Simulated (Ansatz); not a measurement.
Reaction: CH4BO (SMILES [BH]OC, doublet) → CH4BO (SMILES OB[CH2], doublet)
Each species at its own B3LYP-D3(BJ)/def2-TZVP minimum (Ansatz, a first-principles code), one conformer.

Total energies in hartree (Ansatz). Open shells are spin-unrestricted; no spin-orbit coupling. Correlated methods leave the cores frozen. No relativity.

```csv
species,HF/cc-pVTZ,CCSD(T)/cc-pVTZ,HF/cc-pVQZ,CCSD(T)/cc-pVQZ,CCSD(T)/cc-pVDZ,CCSDT(Q)/cc-pVDZ
"1: CH4BO (SMILES CO[BH], doublet)",-139.76070,-140.29498,-139.77095,-140.33700,-140.14987,-140.15157
"2: CH4BO (SMILES OB[CH2], doublet)",-139.81288,-140.34455,-139.82319,-140.38685,-140.19855,-140.20025
```

Question: Work out the isomerisation energy (electronic) in kcal/mol: take Hartree-Fock from cc-pVQZ, extrapolate the CCSD(T) correlation energy as X^-3 (X = 3, 4), and add CCSDT(Q) - CCSD(T) in cc-pVDZ. 1 hartree = 627.51 kcal/mol.

Answer: 
Species 1: correlation (64·(-0.56605) - 27·(-0.53428))/37 = -0.58923; step -0.00170; E1 = -139.77095 + (-0.58923) + (-0.00170) = -140.36188
Species 2: correlation (64·(-0.56366) - 27·(-0.53167))/37 = -0.58700; step -0.00170; E2 = -139.82319 + (-0.58700) + (-0.00170) = -140.41189
-1·E1 +1·E2 = -0.05001 hartree = -31.4 kcal/mol.
